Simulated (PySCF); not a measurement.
**Identify the compound**

An unknown has the formula C$_{3}$H$_{13}$NSi$_{2}$. Its calculated NMR data are:

1H NMR (400 MHz, computed): δ 4.70 (t, 2H), 3.95 (t, 3H), 2.57 (s, 6H), 0.06 (m, 2H).

13C{1H} NMR (computed): δ 40.8 (2C), -9.6.

Averaged over atoms made equivalent by symmetry, fast rotation or ring inversion, one computed conformer, gas phase, non-relativistic Hamiltonian. GFN2-xTB geometry; σ from GIAO-PBE0/pcSseg-1; PySCF 2.14.0 with density-fitted response routines.

References, each an isolated molecule treated in the same way: 1H (31.72 ppm), 13C (186.93 ppm) against TMS.

Question: Propose a structure and justify it.

Answer: 
The formula gives 0 degrees of unsaturation. 2 carbon signals for 3 carbons: some carbons are equivalent by symmetry or fast rotation. Carbon types of the structure: 1 × CH2, 2 × CH3, leaving 5 H on heteroatoms. δC 40.8: methyl carbon bonded to N; deshielded by the electronegative neighbour. δC -9.6: sp3 CH2 bonded to 2 Si; an electropositive neighbour leaves it electron-rich and shielded. δH 4.70: hydrogen on a silicon bonded to C, N. δH 3.95: hydrogen on a silicon bonded to C. δH 2.57: hydrogen on a methyl carbon bonded to N; its carbon carries N, an electronegative neighbour. δH 0.06: hydrogen on an sp3 CH2 bonded to 2 Si; an electropositive neighbour shields it, as in TMS itself.

Structure: SMILES CN(C)[SiH2]C[SiH3].

The shifts were computed for this structure.

Shifts are as computed. Against solution values, carbons near 30 ppm lie about +3 ppm off and those near 130 ppm about +5 ppm. Of 1211 compounds with measured shifts, 218 miss one by over three times the rms of a fit or turn the order of signals round; such compounds aren't used in these exercises. Multiplicities follow the n + 1 count of equivalent neighbours, as no J values were calculated; m marks all less simple cases, F and P coupling included.
